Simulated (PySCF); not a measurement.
## HInO, singlet: molecular constants

Level of theory: PySCF, PBE, basis In def2-TZVP with ECP28, O def2-TZVP, H def2-TZVP (scalar-relativistic core potentials, no spin–orbit coupling, density fitting).

The structure is a minimum.

Z-matrix (Å, degrees; charge 0 multiplicity 1):
```
In
O  1 1.8389
H  1 1.6761 2 180.00
```

- Point group: C∞v
- Bond lengths: In–H 1.676 Å, In–O 1.839 Å
- Bond angles: H–In–O 180.0°
- Atomisation energy without zero-point energy: 647 kJ/mol
- Heat capacity Cp at 298.15 K: 43.2 J/(mol K)
- Principal polarisabilities: 31.7, 31.7, 54.7 bohr³
- Rotational constants: 0.3299 cm⁻¹
- Enthalpy at 298.15 K above 0 K: 10.23 kJ/mol
- Zero-point energy: 21.4 kJ/mol
- Entropy at 298.15 K and 1 bar: 238.9 J/(mol K)
- Lowest empty level: -2.25 eV
- Highest occupied level: -5.93 eV
- Principal quadrupole moments (Buckingham, traceless) about the centre of mass: -9.03, 4.52, 4.52 D Å
- Dipole moment: 4.39 D
- Rotational symmetry number: 1

Harmonic modes (masses in u: In 114.904, O 15.995, H 1.008):
| symmetry | ω (cm⁻¹) | IR (km/mol, summed over degenerate members) | μ (u) | type |
| --- | --- | --- | --- | --- |
| π | 460 | 17.2 | 1.09 | bend |
| σ+ | 791 | 32.5 | 16.60 | stretch |
| σ+ | 1873 | 94.9 | 1.02 | stretch |

In C∞v the vibrations span π + 2σ+.

Charges (e):
| atom | Mulliken | Löwdin | polar tensor | Mayer order to In1 |
| --- | --- | --- | --- | --- |
| In1 | 0.49 | 0.39 | 0.74 | – |
| O2 | -0.50 | -0.34 | -0.61 | 2.07 |
| H3 | 0.01 | -0.05 | -0.14 | 0.87 |

Mulliken populations on In1 (electrons outside its core potential): s 3.29, p 7.10, d 10.05, f 0.07.

Outer orbital energies (eV). occupied: -19.34, -19.19, -19.19, -18.31, -10.43, -7.42, -5.93, -5.93; empty: -2.25, -2.13, -2.13, 1.05.

Counting electrons, indium keeps none of its valence electrons outside its bonds, so the VSEPR class is AX2 and the expected shape is linear; with unlike ligands the computed point group is C∞v.

Other isomers or separated fragments may lie lower.

The final relaxation and frequency run took 16 s on 2 threads of a shared Arm Neoverse V2 host, with 87 basis functions and 11 gradients; the process peaked at 0.75 GiB. Launch command: `OMP_NUM_THREADS=2 python axn.py task.json out`.
